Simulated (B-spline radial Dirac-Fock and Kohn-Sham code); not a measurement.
## How the levels of rhodium move as electrons are removed

The computed values come from a radial atomic solver: multi-electron Dirac-Fock with separately optimised hole states, Breit and Lamb-shift corrections added in first order. Each ion is free and in its tabulated ground configuration. Electron correlation is not included.

Reference: Rh³¹⁺, [Ne] 3s2 3p2, with K (1s) 24930.8 eV, L1 (2s) 5042.1 eV, L2 (2p1/2) 4786.8 eV, L3 (2p3/2) 4639.9 eV. Shifts from it, in eV (a dash: the subshell is empty, belongs to an open shell averaged over j, or its hole state is left out as unreliable):

```csv
ion,configuration,K (1s),L1 (2s),L2 (2p1/2),L3 (2p3/2)
Rh³²⁺,[Ne] 3s2 3p1,+106.6,+91.2,+93.2,+92.6
Rh³³⁺,[Ne] 3s2,+215.1,+183.8,+187.8,+186.6
Rh³⁴⁺,[Ne] 3s1,?,?,?,?
Rh³⁵⁺,[He] 2s2 2p6,+423.7,+359.9,+373.3,+371.1
Rh³⁶⁺,[He] 2s2 2p5,+684.2,+526.7,–,–
```

Q: Give the missing shifts for Rh³⁴⁺.

A: K (1s) –, L1 (2s) –, L2 (2p1/2) +279.9, L3 (2p3/2) +278.3 (eV).
